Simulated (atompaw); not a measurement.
## Pseudopotential generation for silver: PAW (atompaw), PBE, scalar-relativistic.

silver (Ag), PAW, made with atompaw 4.2.0.5 (PBE, scalar-relativistic). Core [Ar] 3d10, reference 4s2 4p6 4d10 5s0.75 5p0.25. Waves: 4s (bound); 5s (bound); 4p (bound); 5p (bound); 4d (bound); 4d channel at 4.45 Ry. Local part: troulliermartins scheme with l = 3 at -0.5 Ry, radius 1.25 bohr. Core correction: smooth core density matched at 1.10 bohr. Augmentation charge: besselshape compensation charge, radius 1.25 bohr; PAW radius 1.60 bohr; waves and projectors: bloechl.

All-electron outer shells of the reference configuration (PBE, scalar-relativistic, ld1.x):

```tsv
shell	level (eV)	outermost node (bohr)	outermost maximum (bohr)
3p	-558.04	0.15	0.32
3d	-359.03	–	0.27
4s	-95.62	0.44	0.82
4p	-59.14	0.44	0.87
4d	-8.00	0.43	1.04
5s	-4.80	1.11	2.49
5p	-1.04	1.25	3.76
```

What the tests gave:

```
Cutoffs needed                                           : 160 Ry and 230 Ry (the cutoffs (Ry, on a coarse ladder) from which the occupation-weighted sum of valence levels, in a spherical-Bessel basis at the reference potential, stays within 10 and 1 mRy of its value at 400 Ry)
Ghost test                                               : no extra level below or beside the all-electron valence levels (s, p, d, f tested) (spherical-Bessel basis up to 400 Ry, 20 bohr box)
Lowest eigenvalue of the overlap operator                : 0.16 (s channel)
Overlap eigenvalues printed by atompaw (projector basis) : 0.0297, 0.172, 0.244, 1.3, 2.23, 10.5
Warning                                                  : the pseudo core plus compensation charge is negative at some radii, so no UPF file was written
Share of each valence orbital outside the PAW sphere     : 4s 3 %, 5s 94 %, 4p 6 %, 5p 99 %, 4d 30 %
```

Generation and tests took about 4.1 s on one core of a shared server CPU.
